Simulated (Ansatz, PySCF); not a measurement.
2-methylidenethietane (C₄H₆S), SMILES S1C(=C)CC1. Atoms are numbered in the order given.

```xyz
11

C     -0.0825    -2.0986     0.0000
C      0.1029    -0.7782     0.0000
C      1.3450     0.0929     0.0000
C      0.5905     1.4448     0.0000
S     -1.0538     0.5836     0.0000
H      0.7772    -2.7743     0.0000
H     -1.0814    -2.5409     0.0000
H      1.9765    -0.0565    -0.8905
H      1.9765    -0.0565     0.8905
H      0.7383     2.0621    -0.8969
H      0.7383     2.0621     0.8969
```

Geometry: B3LYP-D3(BJ)/def2-SVP.

Vertical ionisation energy (IE) and electron affinity (EA) in eV. Rows of orbital energies are one-electron estimates. Where ΔSCF, EOM or ADC give a negative EA the extra electron is unbound and the value depends on the basis.

| level | IE | EA |
|---|---|---|
| −ε(HOMO), −ε(LUMO), r2SCAN/def2-TZVP (PySCF) | 5.23 | 0.91 |
| −ε(HOMO), −ε(LUMO), PBE/def2-TZVP (PySCF) | 5.04 | 1.15 |
| ΔSCF, CAM-B3LYP/def2-SVPD (Ansatz), final states of multiplicity 2 and 2 | 8.26 | -1.35 |
| ΔSCF, PBE/def2-SVPD (Ansatz), final states of multiplicity 2 and 2 | ? | ? |

**Question.** What belongs in the gaps? (An estimate is asked for; the answer gives what the named calculation found.)

**Answer.** 
- ΔSCF, PBE/def2-SVPD (Ansatz, a first-principles code), final states of multiplicity 2 and 2, IE: 8.07
- ΔSCF, PBE/def2-SVPD (Ansatz), final states of multiplicity 2 and 2, EA: -1.08

**Question.** What vertical singlet–triplet gap does ΔSCF give with CAM-B3LYP/def2-SVPD (Ansatz) and with PBE/def2-SVPD (Ansatz)? (The exact figures need the calculation; the answer reports its results.)

**Answer.** 3.81 and 3.72 eV (triplet above singlet where positive).
